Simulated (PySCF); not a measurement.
## PySCF run on RbF⁻

File input.py (PySCF 2.14):

```python
from pyscf import gto, scf, mp

mol = gto.M(
    atom='Rb 0 0 0; F 0 0 2.581',
    basis='jorge-dzp-dkh',
    charge=-1,
    spin=1,
    verbose=4,
)
mf = scf.UHF(mol)
mf = mf.sfx2c1e()
mf.kernel()
mp.MP2(mf, frozen=10).kernel()
mf.dip_moment()
print('orbital energies (hartree):', [e[max(0, n-3):n+3].round(4) for e, n in zip(mf.mo_energy, mol.nelec)])
```

```bash
$ OMP_NUM_THREADS=1 python input.py
```

The log (some set-up lines and the per-cycle HOMO/LUMO lines with their warnings removed):

```
PySCF version 2.14.0

[INPUT] verbose = 4
[INPUT] num. atoms = 2
[INPUT] num. electrons = 47
[INPUT] charge = -1
[INPUT] spin (= nelec alpha-beta = 2S) = 1
[INPUT] symmetry False subgroup None
[INPUT] Mole.unit = angstrom
[INPUT] Symbol           X                Y                Z      unit          X                Y                Z       unit  Magmom
[INPUT]  1 Rb     0.000000000000   0.000000000000   0.000000000000 AA    0.000000000000   0.000000000000   0.000000000000 Bohr   0.0
[INPUT]  2 F      0.000000000000   0.000000000000   2.581000000000 AA    0.000000000000   0.000000000000   4.877383127502 Bohr   0.0

nuclear repulsion = 68.2743166355521
number of shells = 23
number of NR pGTOs = 123
number of NR cGTOs = 51
basis = jorge-dzp-dkh
ecp = {}

******** <class 'pyscf.x2c.sfx2c1e.sfX2C1eUHF'> ********
method = sfX2C1eUHF
initial guess = minao
damping factor = 0
level_shift factor = 0
DIIS = <class 'pyscf.scf.diis.CDIIS'>
diis_start_cycle = 1
diis_space = 8
diis_damp = 0
SCF conv_tol = 1e-09
SCF conv_tol_grad = None
SCF max_cycles = 50
direct_scf = True
direct_scf_tol = 1e-13
number electrons alpha = 24  beta = 23

******** <class 'pyscf.x2c.sfx2c1e.SpinFreeX2CHelper'> ********
approx = 1e
xuncontract = 1
Set gradient conv threshold to 3.16228e-05
init E= -3077.94651851642

cycle= 1 E= -3078.33265849351  delta_E= -0.386  |g|= 0.505  |ddm|= 1.01
cycle= 2 E= -3078.39754698181  delta_E= -0.0649  |g|= 0.383  |ddm|= 1.02
cycle= 3 E= -3078.44879180677  delta_E= -0.0512  |g|= 0.0209  |ddm|= 0.339
cycle= 4 E= -3078.45132310787  delta_E= -0.00253  |g|= 0.00871  |ddm|= 0.254
cycle= 5 E= -3078.45204776867  delta_E= -0.000725  |g|= 0.00344  |ddm|= 0.173
cycle= 6 E= -3078.45220537824  delta_E= -0.000158  |g|= 0.00128  |ddm|= 0.12
cycle= 7 E= -3078.45222710496  delta_E= -2.17e-05  |g|= 0.000258  |ddm|= 0.0687
cycle= 8 E= -3078.45222763467  delta_E= -5.3e-07  |g|= 6.4e-05  |ddm|= 0.0139
cycle= 9 E= -3078.45222765812  delta_E= -2.35e-08  |g|= 1.43e-05  |ddm|= 0.00252
cycle= 10 E= -3078.45222765936  delta_E= -1.23e-09  |g|= 3.89e-06  |ddm|= 0.000576
cycle= 11 E= -3078.45222765938  delta_E= -2.09e-11  |g|= 1.66e-06  |ddm|= 6.85e-05
Extra cycle  E= -3078.45222765939  delta_E= -7.28e-12  |g|= 1.04e-06  |ddm|= 1.81e-05
converged SCF energy = -3078.45222765939  <S^2> = 0.75008556  2S+1 = 2.0000856

******** <class 'pyscf.mp.ump2.UMP2'> ********
nocc = (np.int64(14), np.int64(13)), nmo = (41, 41)
frozen orbitals 10
E(UMP2) = -3078.72722485212  E_corr = -0.274997192729013
E(SCS-UMP2) = -3078.71385388633  E_corr = -0.261626226944099
E_corr(same-spin) = -0.0788889280739038
E_corr(oppo-spin) = -0.196108264655109
Dipole moment(X, Y, Z, Debye):  0.00000, -0.00000, -1.27064
orbital energies (hartree): [array([-0.2517, -0.2517, -0.0114,  0.0997,  0.0997,  0.1249]), array([-0.2523, -0.2521, -0.2521,  0.1103,  0.1103,  0.1199])]
```

In short: E(SCF) = -3078.452228 Eh, 11 cycles, E(MP2) − E(SCF) = -0.27500 Eh, ⟨S²⟩ = 0.750.

It ran on AMD EPYC 9R14 (1 thread, shared host) in 1.1 s, peak memory 0.14 GiB.

The basis has no diffuse functions, which an anion needs. The bond length is a typed value, not an optimised one. The dipole of an ion depends on the origin. No search for the lowest solution was made.
